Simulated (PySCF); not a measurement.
Al(Me)2(OH) anion (C₂H₇AlO), SMILES [CH3][Al]([CH3])[OH] (connectivity only; charge and spin as stated), charge -1, multiplicity 2. Atoms are numbered in the order given.

```xyz
11

Al     0.2928    -0.2256    -0.2711
C     -1.4923    -1.1378    -0.1209
H     -1.4214    -2.2009     0.1684
H     -2.0868    -1.0913    -1.0515
H     -2.0881    -0.6319     0.6676
C      0.0544     1.7004    -0.8326
H      0.9987     2.2723    -0.8750
H     -0.6017     2.2178    -0.1006
H     -0.4258     1.8029    -1.8235
O      1.0591    -0.3447     1.3572
H      1.9739    -0.0544     1.4024
```
Charge -1, spin multiplicity 2.

Coordinates come from a r2SCAN-D4/def2-SVPD optimisation. The spin state was assumed, not searched. The isomer is the one that the SMILES or the coordinates give; other isomers of the formula were not compared. One conformer was computed; it need not be the lowest.

The numbers are results of PBE0/pcH-1 run with PySCF, not measurements.

Unrestricted Kohn–Sham, ⟨S²⟩ = 0.751. Hyperfine tensors hold the contact and dipolar terms, without spin-orbit corrections.

Computed hyperfine couplings:
| nucleus | A(iso) (MHz) | A(iso) (G) | dipolar principal values (MHz) |
|---|---|---|---|
| 27Al no. 1 | 383.8 | 137.0 | -41.7, -40.5, 82.2 |
| 13C no. 2 | 62.6 | 22.3 | -3.1, -2.6, 5.7 |
| 1H no. 3 | -0.4 | -0.1 | -3.3, -2.0, 5.3 |
| 1H no. 4 | -2.4 | -0.8 | -3.2, -1.9, 5.1 |
| 1H no. 5 | 22.2 | 7.9 | -2.5, -1.2, 3.7 |
| 13C no. 6 | 86.0 | 30.7 | -3.9, -3.3, 7.2 |
| 1H no. 7 | -1.0 | -0.4 | -3.9, -2.1, 6.0 |
| 1H no. 8 | 25.4 | 9.1 | -2.9, -1.3, 4.1 |
| 1H no. 9 | -3.2 | -1.1 | -3.7, -2.0, 5.7 |
| 17O no. 10 | -18.2 | -6.5 | -22.9, 10.6, 12.4 |
| 1H no. 11 | -4.0 | -1.4 | -7.6, -2.7, 10.3 |
